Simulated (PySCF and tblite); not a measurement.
The numbers below are computed, except where a source is named.
## Conformer ensemble of C7H14Cl2, numbered as in [CH3:1][C:2]([CH3:3])([Cl:4])[CH2:5][C:6]([CH3:7])([CH3:8])[Cl:9]

The ensemble was built from 90 distance-geometry starts (ETKDG and KDG, MMFF94s, GFN2-xTB) and rests on GFN2-xTB geometries. Weights use PBE0-D3(BJ)/def2-SVP energies plus GFN2-xTB zero-point and thermal terms (modes under about 100 cm⁻¹ blended into free rotors). Symmetry numbers and mirror images are counted. Conformers within 4 kcal/mol (GFN2-xTB free energy) were kept, 7 at most. GIAO shieldings: WP04/pcSseg-1. Shifts are against TMS (¹H), TMS (¹³C) at the same level. Run with PySCF (density fitting) and tblite.

Torsions listed: Cl4–C2–C5–C6, C2–C5–C6–Cl9. Of a mirror pair one member is shown.

```
conformer         shape   symmetry  E(GFN2) kcal/mol  E(DFT) kcal/mol  G(298.15 K) kcal/mol  weight %  dipole D
        1      73°, 73°  C2 (pair)              0.00             0.00                  0.00      79.3      1.53
        2    -73°, 170°  C1 (pair)              1.28             1.58                  1.13      11.7      2.48
        3     38°, 162°  C1 (pair)              1.33             1.84                  1.34       8.2      1.78
        4  -167°, -167°  C2 (pair)              2.40             3.06                  3.02       0.5      2.82
        5     78°, -38°  C1 (pair)              2.41             3.71                  3.29       0.3      3.38
```

Weights (%) against temperature:

| T (K) | 1 | 2 | 3 | 4 | 5 | S(mix) cal/mol/K |
| --- | --- | --- | --- | --- | --- | --- |
| 298.15 | 79.3 | 11.7 | 8.2 | 0.5 | 0.3 | 2.74 |
| 350 | 71.0 | 15.7 | 11.7 | 1.0 | 0.7 | 3.09 |
| 450 | 57.9 | 21.2 | 17.0 | 2.1 | 1.8 | 3.56 |
| 600 | 45.0 | 25.6 | 21.8 | 3.8 | 3.9 | 3.94 |
| 800 | 35.4 | 27.8 | 24.8 | 5.6 | 6.4 | 4.17 |

Averaged shifts at 298.15 K. ¹H: 2.18 (H5, 2H), 1.71 (H1/H3/H7/H8, 12H) ppm. ¹³C: 79.2 (C2/C6), 60.6 (C5), 36.0 (C1/C3/C7/C8) ppm.

Coordinates of conformer 1 (Å):

```xyz
23

C    -1.667    0.109   -1.316
C    -1.246   -0.487    0.017
C    -2.415   -0.449    1.000
Cl   -0.880   -2.241   -0.249
C    -0.034    0.182    0.678
C     1.251    0.463   -0.114
C     1.777   -0.707   -0.928
C     2.323    0.948    0.859
Cl    0.953    1.842   -1.250
H    -1.871    1.170   -1.192
H    -0.897   -0.007   -2.072
H    -2.571   -0.381   -1.670
H    -2.133   -0.887    1.954
H    -2.727    0.580    1.165
H    -3.260   -1.006    0.603
H     0.253   -0.441    1.530
H    -0.381    1.140    1.077
H     1.082   -1.002   -1.708
H     1.942   -1.560   -0.274
H     2.722   -0.436   -1.395
H     3.215    1.254    0.316
H     1.966    1.796    1.438
H     2.594    0.146    1.542
```

Coordinates of conformer 2 (Å):

```xyz
23

C     2.506    0.822    0.057
C     1.182    0.155    0.423
C     1.257   -1.337    0.141
Cl    0.996    0.359    2.212
C     0.051    0.911   -0.293
C    -1.391    0.382   -0.283
C    -1.953    0.110    1.101
C    -1.634   -0.787   -1.228
Cl   -2.364    1.765   -0.970
H     2.470    1.890    0.257
H     3.319    0.392    0.637
H     2.717    0.671   -1.000
H     2.168   -1.746    0.572
H     0.416   -1.868    0.578
H     1.273   -1.510   -0.932
H     0.351    1.013   -1.340
H     0.031    1.917    0.134
H    -3.014   -0.121    1.033
H    -1.827    0.977    1.745
H    -1.444   -0.735    1.557
H    -2.704   -0.937   -1.356
H    -1.198   -0.592   -2.204
H    -1.212   -1.704   -0.830
```

Shifts are unscaled: against experiment ¹³C can be off by 15 ppm or more and ¹H by 0.8 ppm.

Search and properties took 4.4 min on 1 thread of Intel Xeon 6975P-C, shared host (rough), launched as `OMP_NUM_THREADS=1 python ens_run.py task.json out`.
